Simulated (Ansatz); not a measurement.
The cluster Nb2O4⁻, relaxed as a doublet with UKS PBE0-D4/def2-SVPD in Ansatz, starting from the GFN2-xTB geometry. Force threshold 0.02 eV/Å.

In the def2 sets Nb takes a core potential; there is no spin–orbit coupling. The structure holds 1 bond(s) between oxygen atoms. The charge -1 doublet is spin-contaminated (final ⟨S²⟩ up to 1.81, 0.75 for a pure state). The relaxation made no stability test and no search for a lower SCF solution. No other spin state of charge -1 was run. Another isomer (doublet) lies 4.90 eV lower at PBE0-D4/def2-TZVPD; other spin states weren't run for this one.

Start:

Cartesian coordinates in Å:
```
Nb -0.6400 -0.2972 -0.0409
Nb 2.0591 1.2800 0.0930
O 0.8144 -1.2857 0.2752
O -1.8721 1.1052 -0.3744
O -2.4720 -0.1254 -0.3212
O 2.1105 -0.6768 0.3684
```

```csv
step,energy (eV),largest force component (eV/Å),SCF passes
1,-11268.8120,5.257,89
2,-11269.8497,1.319,47
3,-11270.0309,0.483,48
4,-11270.0903,0.518,47
5 (rejected),-11270.0657,0.338,54
6,-11270.1116,0.307,41
7,-11270.1195,0.234,43
8,-11270.1223,0.168,46
9,-11270.1405,0.410,44
10,-11270.2427,2.292,51
11,-11271.3838,5.054,91
12,-11273.1912,2.146,59
13,-11273.8047,2.276,56
14,-11274.0802,1.217,46
15,-11274.2884,1.759,48
16,-11274.5166,1.800,46
17,-11274.8746,1.473,47
18,-11275.2819,1.135,47
19,-11275.4871,1.072,47
20,-11275.5734,0.435,47
21,-11275.5776,0.261,41
22,-11275.5857,0.063,41
23,-11275.5864,0.058,36
24 (rejected),-11275.5858,0.138,39
25,-11275.5872,0.042,35
26,-11275.5877,0.022,35
27,-11275.5877,0.009,36
```

Force components are those of the run's own axes.

End:

```xyz
6

Nb   -0.7697   -0.6501    0.7899
Nb    1.1353    1.1711   -0.0184
O    -0.2681   -2.2883    0.6093
O    -0.8912    1.1365   -0.4893
O    -1.9136    0.1307   -0.6056
O     2.7073    0.5001   -0.2858
```

Bonds lost: O3–O6 (atoms count from 1). Bonds formed: Nb2–O4 (atoms count from 1).

No frequencies were taken in this run, so the end may be a saddle point.

It took 1.9 min on 4 threads of Intel Xeon on a shared host, peak host memory 0.61 GiB.
